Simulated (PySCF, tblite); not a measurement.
Isomers of [C6H10O2]+ (charge +1 and doublet state), one GFN2-xTB conformer each. Single-point energies are computed at B3LYP/pcH-1 (PySCF, gas phase, no added dispersion term), electronic only. GFN2-xTB treats the open shell by occupation alone, and not every SCF solution was tested for stability.

```tsv
SMILES	GFN2-xTB relative energy (kcal/mol)
C[C@@H]1CCC(=[O+])OC1	0.0
C[C+]([CH]CCO)C=O	35.1
COCC[C+]1[CH][C@H]1O	56.3
```

Conformers: `[CH3:1][C@@H:2]1[CH2:3][CH2:4][C:5](=[O+:6])[O:7][CH2:8]1` (charge +1 and doublet state) with C1–C2–C3–C4 178°, C2–C3–C4–C5 48°, C3–C4–C5–O6 165°, C4–C5–O7–C8 9°; `[CH3:1][C+:2]([CH:3][CH2:4][CH2:5][OH:6])[CH:7]=[O:8]` (charge +1 and doublet state) with C1–C2–C3–C4 -12°, C2–C3–C4–C5 -160°, C3–C4–C5–O6 -41°, C4–C5–O6–H -173°, C1–C2–C7–O8 26°; `[CH3:1][O:2][CH2:3][CH2:4][C+:5]1[CH:6][C@H:7]1[OH:8]` (charge +1 and doublet state) with C1–O2–C3–C4 -85°, O2–C3–C4–C5 -169°, C3–C4–C5–C6 -7°, C6–C7–O8–H 7°.

Question: What does B3LYP/pcH-1 give for the same structures?

Answer: 
```tsv
SMILES	B3LYP/pcH-1 E (Eh)	B3LYP/pcH-1 (kcal/mol)	GFN2-xTB (kcal/mol)	point group
C[C@@H]1CCC(=[O+])OC1	-384.79353	0.0	0.0	C1
C[C+]([CH]CCO)C=O	-384.77545	11.3	35.1	C1
COCC[C+]1[CH][C@H]1O	-384.71755	47.7	56.3	C1
```

Both levels put the same isomer lowest; measured from each level's own lowest isomer, the values differ by up to 23.8 kcal/mol (C[C+]([CH]CCO)C=O: 35.1 against 11.3). As drawn, the highest has a three-membered ring and an O–H bond, which the lowest lacks.

Question: What happens when harmonic zero-point energies from GFN2-xTB frequencies are added?

Answer: 
| SMILES | ZPE (kcal/mol) | electronic (kcal/mol) | with ZPE (kcal/mol) |
| --- | --- | --- | --- |
| C[C@@H]1CCC(=[O+])OC1 | 93.0 | 0.0 | 0.0 |
| C[C+]([CH]CCO)C=O | 89.6 | 11.3 | 7.9 |
| COCC[C+]1[CH][C@H]1O | 90.0 | 47.7 | 44.6 |

The zero-point energies span 3.4 kcal/mol. The order is unchanged.
